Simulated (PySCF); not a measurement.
# Mn+: interval between two levels

Mn+ [Ar] 3d5 4s1 [7S3, M_J = 3] → Mn+ [Ar] 3d6 [5D4, M_J = 4], as a difference of total energies. Computed with PySCF 2.14 in x2c-TZVPall-2c with one added diffuse shell each of s, p, d type (7s8p5d1f, 63 functions), with the two-component X2C-1e Hamiltonian. Correlated levels: [Ne] frozen; the 6 highest virtual spinors dropped. "Screened" scales the spin-orbit matrix elements by Boettger's factors to mimic the two-electron term; Breit and QED terms are absent.

| method | interval between two levels (cm⁻¹) |
| --- | --- |
| GHF (spin-free) | 28919 |
| GMP2 (spin-free) | 16335 |
| GHF (screened spin-orbit) | 28681 |
| GMP2 (screened spin-orbit) | 16067 |

Errors of the correlated levels include the incompleteness of this basis and the frozen core.

The labels give the starting determinants; with spin-orbit coupling the two ends relaxed to ⟨J²⟩ = 12.00, ⟨L²⟩ = 0.00, ⟨S²⟩ = 12.00 and ⟨J²⟩ = 20.02, ⟨L²⟩ = 6.01, ⟨S²⟩ = 6.01.

Question: Which method comes closest to the reference value, and which is furthest?

Answer: The reference is 14326 cm⁻¹ (measured; NIST Handbook of Basic Atomic Spectroscopic Data (Sansonetti and Martin, J. Phys. Chem. Ref. Data 34, 1559 (2005))). Closest: GMP2 (screened spin-orbit) (error 1740.7 cm⁻¹); furthest: GHF (spin-free) (error 14593 cm⁻¹).
